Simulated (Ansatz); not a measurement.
Geometry optimisation, Ansatz 0.2.0, RKS revPBE-D4/6-31G*.

input.yaml

```yaml
crystal:
  periodic: [false, false, false]
  atoms:
    - { symbol: B, position_ang: [0.070546, -0.139814, 0.178596] }
    - { symbol: O, position_ang: [-0.08004, -0.67059, 1.451493] }
    - { symbol: H, position_ang: [-1.004734, -0.549171, 1.747959] }
    - { symbol: Cl, position_ang: [1.634177, -0.403226, -0.616833] }
    - { symbol: H, position_ang: [-0.839879, 0.339413, -0.449003] }
    - { symbol: P, position_ang: [0.601672, 2.785144, 1.146832] }
    - { symbol: H, position_ang: [1.931124, 2.259808, 1.184589] }
    - { symbol: H, position_ang: [0.437439, 2.525031, -0.246903] }
    - { symbol: H, position_ang: [0.036197, 1.542105, 1.551571] }
basis:
  gaussian: { orbitals: "6-31G*" }
hamiltonian:
  xc: revpbe
  dispersion: d4
relax:
  f_tol: 0.03
  max_steps: 50
output:
  orbitals: {}
```

Command:

```bash
$ ansatz run input.yaml --threads 1 --pin off --max-ram 2048MiB --backend cpu --events-out ev --progress --plain --runs-dir out
```

Q: Where does it end, and by what steps?

A: It converged. The force dipped under the threshold on the way, but the program's further checks kept it going. After 17 steps the energy has fallen by 0.201 eV; H9 moved furthest, 0.70 Å.

```tsv
step	energy less start (eV)	largest force component (eV/Å)	accepted
0	0.0000	0.700	yes
1	-0.1318	0.538	yes
2	-0.1734	0.428	yes
3	-0.1849	0.332	yes
4	-0.1466	0.680	no
5	-0.1969	0.142	yes
6	-0.1989	0.052	yes
7	-0.1991	0.036	yes
8	-0.1996	0.069	yes
9	-0.1996	0.066	no
10	-0.1998	0.015	yes
11	-0.2001	0.028	yes
12	-0.2003	0.061	yes
13	-0.2005	0.053	yes
14	-0.2009	0.039	yes
15	-0.2011	0.039	yes
16	-0.2006	0.090	no
17	-0.2012	0.029	yes
```

```xyz
9
Properties=species:S:1:pos:R:3
B 0.056 -0.451 0.068
O -0.162 -0.803 1.367
H -1.094 -0.632 1.610
Cl 1.688 -0.695 -0.583
H -0.798 0.000 -0.652
P 0.819 3.132 1.218
H 1.952 2.283 0.978
H 0.191 2.747 -0.017
H 0.136 2.109 1.959
```

Whether the end is a true minimum wasn't checked by a vibrational analysis.

The run took 59 s on 1 thread of Arm Neoverse V1 (shared host), peak memory 0.14 GiB.
